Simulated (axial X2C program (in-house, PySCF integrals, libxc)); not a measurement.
## Photoelectron levels of LaAs by EOM-IP-CCSD

Calculated with an in-house all-electron X2C program for linear molecules (integrals from PySCF): two-component X2C with atomic mean-field Coulomb and Gaunt terms, Gaussian nuclei, basis La dyall-cv3z, As dyall-cv3z with contracted cores.

R = 2.533 Å (0.960 times 2.639 Å, the PBE0 minimum at charge 0 for the lowest determinant).

Vertical ionisation energies of LaAs to the states of LaAs⁺:

| Ω of LaAs⁺ | vertical IE (eV) | above lowest (cm⁻¹) | ionised spinor | one-hole weight |
| --- | --- | --- | --- | --- |
| 1/2 | 6.072 | 0 | 57% As pσ, 23% La dσ, 8% La sσ | 0.94 |
| 3/2 | 6.174 | 819 | 51% As pπ, 39% La dπ | 0.94 |
| 1/2 | 6.287 | 1729 | 53% As pπ, 34% La dπ | 0.94 |

(1) Take the first Ω = 1/2 and Ω = 3/2 rows of π character: how far apart are they, and which lies lower?

This point took 16 s on 1 thread of Arm Neoverse V1 (shared host).

Reference electrons by ω block (each with its −ω partner): 1/2: 29, 3/2: 13, 5/2: 3. 16 electrons of LaAs correlated (inner shells frozen), 88 natural virtual spinors (a truncated set); levels can be off by some tenths of an eV. Roots sought by Ω: (1/2: 4, 3/2: 3, 5/2: 1); the list ends where they run out and leaves out roots under 60 % one-particle weight. The solver can skip a root, and states that need a further excitation, which the method places far too high, are missing though they may lie low or lowest. T1 of the reference 0.026 (Lee–Taylor). Number of frozen shells: La 4 s, 3 p, 2 d; As 3 s, 2 p, 1 d. Large amplitudes in the reference (orbital relaxation or multireference character) lower the reliability.

Answers

(1) E(3/2) − E(1/2) = 819 − 1729 = -910 cm⁻¹ at EOM-IP-CCSD: inverted, Ω = 3/2 lower. Splittings at this level can be off by ten to twenty per cent.
